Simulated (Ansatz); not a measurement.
`B[SiH2]CN` → B• + C• + 8 H• + N• + Si•  (atomization)

Computed with Ansatz on PBE0-D4/def2-TZVP structures; ΔE is electronic, products minus reactants. CBS: MP2 limit from def2 TZ/QZ plus the TZ coupled-cluster correction, frozen cores. This one scheme is used for every species, atoms too. DFT in def2-TZVPP. No spin–orbit coupling; open shells (•) take unrestricted orbitals. Spin–orbit coupling would lower the free atoms: a little for B, C, Si. One conformer a species, not always the lowest.

What is ΔE at CCSD(T)/CBS? (An estimate is asked.)

Ansatz gave: +3981.3 kJ/mol.

What do these levels give: PBE-D4, revPBE-D4, BLYP-D4, PBE0-D4, CAM-B3LYP-D4, ωB97X-V, ωB97M-V, PBE-QIDH, r2SCAN, LC-ωPBE, CCSD/def2-TZVPP, HF/def2-QZVPP? (Estimate.)

The calculation gave: PBE-D4 4028.8, revPBE-D4 3951.1, BLYP-D4 3982.3, PBE0-D4 3986.9, CAM-B3LYP-D4 4020.7, ωB97X-V 4013.6, ωB97M-V 4004.5, PBE-QIDH 3953.3, r2SCAN 3981.7, LC-ωPBE 3971.3, CCSD/def2-TZVPP 3838.0, HF/def2-QZVPP 2958.7 kJ/mol.

Largest T1 diagnostic among the species: 0.014.

In def2-TZVPP, CCSD(T) changes the Hartree–Fock value by +927.8 kJ/mol (the triples alone add +42.6 kJ/mol) and MP2 by +936.5 kJ/mol; breaking electron pairs costs correlation energy, which Hartree–Fock lacks. Leaving LDA and LC-ωPBE aside and taking each functional with its dispersion term where it has one, the values, not all of them listed here, spread over 101.3 kJ/mol, from BHLYP-D4 to PBE-D4. LDA lies +481.5 kJ/mol from PBE without D4, its usual overbinding. The D4 term adds +32.3 kJ/mol with B3LYP and +17.0 kJ/mol with PBE0; it sums over pairs of atoms, weighted by their polarisabilities, and B3LYP, whose exchange is more repulsive, gets the larger term.

B3LYP here is the variant with VWN-RPA as its local correlation; programs differ in this.

For atomizations the MP2-based limit and the directly extrapolated one differ by several kJ/mol either way, and by 10 to 25 for some Ge, Se and Sn compounds, so smaller differences from it don't rank the levels.
